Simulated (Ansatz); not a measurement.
C₃H₇, SMILES C([CH2])C, multiplicity 2.

Geometry optimised at TPSSh-D3(BJ)/def2-TZVP. The isomer is the one that the SMILES or the coordinates give; other isomers of the formula were not compared.

Two levels are set side by side: PBE/def2-SVPD (Ansatz, a first-principles code) and CAM-B3LYP/def2-SVPD (Ansatz). Energy differences of separate SCF runs at the same geometry; the states with an electron removed or added have multiplicity 1 and 1. Differences are taken from unrounded values.

| quantity | CAM-B3LYP | PBE | PBE minus CAM-B3LYP |
|---|---|---|---|
| vertical ionisation energy (eV) | 8.50 | 8.34 | -0.15 |

Here PBE gives about what the other level gives.
